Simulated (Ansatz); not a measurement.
Two spin states of ZrSe, each at its own minimum; 2S+1 = 1, 3, 5, 7 were tried, and our sources give no spin for the ground state. No spin–orbit coupling. Se is treated without relativity.

```csv
level,energy of the multiplicity-3 state above the multiplicity-1 state (kJ/mol)
PBE/def2-TZVPP,-30.1
PBE0/def2-TZVPP,-41.7
wB97X-V/def2-TZVPP,-15.2
CCSD/def2-TZVPP,-8.2
CCSD(T)/def2-TZVPP,11.3
```

The rows run from -41.7 (PBE0/def2-TZVPP) to 11.3 kJ/mol (CCSD(T)/def2-TZVPP). The 3 functionals in def2-TZVPP without D3 or D4 span 26.4, from PBE0 to wB97X-V.

Each state is the lowest solution found for its spin in def2 and cc sets. The singlet is a restricted closed-shell determinant, which can mix singlet states where a π or δ shell is part-filled.

Correlated levels freeze the inner cores; with def2 sets outer-core shells near the valence are correlated too.

Doubts at one or more of the structures used: a restricted determinant that unrestricted orbitals would lower (CCSD/def2-TZVPP, CCSD(T)/def2-TZVPP).

Run with Ansatz (a first-principles code).  In def2 rows elements past Kr take small-core potentials, without spin–orbit coupling.
